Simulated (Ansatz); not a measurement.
The cluster Si2Ge, relaxed as a singlet with RKS PBE0-D4/def2-TZVP in Ansatz, starting from the GFN1-xTB geometry. Force threshold 0.02 eV/Å.

At PBE0-D4/def2-TZVP a triplet of charge 0 lies 0.06 eV below the restricted singlet, each at its own geometry. The structure comes from a short search, and lower isomers may exist.

Start:

```tsv
atom	x (Å)	y (Å)	z (Å)
Si1	-0.490	0.593	0.891
Si2	-0.615	0.305	-1.326
Ge3	1.105	-0.898	0.435
```

```csv
step,energy (eV),largest force component (eV/Å),SCF passes
1,-72257.5740,0.801,18
2,-72257.6281,0.252,26
3,-72257.6306,0.037,26
4,-72257.6307,0.002,26
```

Force components are those of the run's own axes.

End:

```xyz
3

Si   -0.4804    0.5727    0.8289
Si   -0.6673    0.3519   -1.3238
Ge    1.1476   -0.9246    0.4949
```

By distances, no bond broke or formed. The bond that changes most is Si2–Ge3, from 2.74 to 2.87 Å (atoms count from 1).

No frequencies were taken in this run, so the end may be a saddle point.

It took 3.7 s on 4 threads of Arm Neoverse V2 on a shared host.
